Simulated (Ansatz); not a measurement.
`[NH2][Y]([F])[F]`. Charge 0, multiplicity 1. Y: def2 effective core potential.

Cartesian coordinates in Å:
```
N 0.6240 0.9364 -0.3470
Y -0.5071 -0.7595 0.2804
F -0.0101 -2.5531 -0.4689
F -2.0008 -0.4643 1.5869
H 0.4915 1.8979 -0.0555
H 1.4024 0.9426 -0.9958
```

Task: What are the harmonic wavenumbers in cm⁻¹ at PBE0-D4/def2-TZVP (Ansatz, finite differences of forces, unscaled)? (Estimate.)

Result: The calculation gave: 51, 125, 137, 362, 426, 555, 560, 582, 589, 1555, 3533, 3616.

Task: Is this a minimum?

Result: Yes, all 12 modes are real.

Task: Give the ideal-gas thermochemistry at 298.15 K and 1 bar (rigid rotor, harmonic oscillator; point group C2v, symmetry number 2).

Result: Zero-point energy 72.3 kJ/mol; H(298) − E = 91.5 kJ/mol; entropy 337.1 J/(mol·K), of which translation 170.7, rotation 105.0, vibration 61.4; G(298) − E = -9.0 kJ/mol. Modes under 100 cm⁻¹ are hindered rotations or soft bends, so the harmonic entropy is rough.
